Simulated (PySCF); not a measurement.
Method: PySCF with PBE-D3(BJ)/def2-TZVP // PBE-D3(BJ)/def2-SVP. Gas-phase values, no solvent. 

Reference species: [Zn(F)(Cl)] (neutral, multiplicity 1).

```json
{
 "charge on the central atom (Mulliken)": "0.68 e",
 "coordination_number": "2",
 "HOMO–LUMO gap": "5.12 eV"
}
```

Changed species: [Zn(F)(Br)] (Y = Br; the reference has Y = Cl).

Problem. Predict the effect on the charge on the central atom (Mulliken), coordination number and HOMO–LUMO gap.

Solution. the charge on the central atom (Mulliken) falls by 0.04 e, to 0.64 e; the coordination number hardly moves; the HOMO–LUMO gap falls by 0.40 eV, to 4.72 eV.
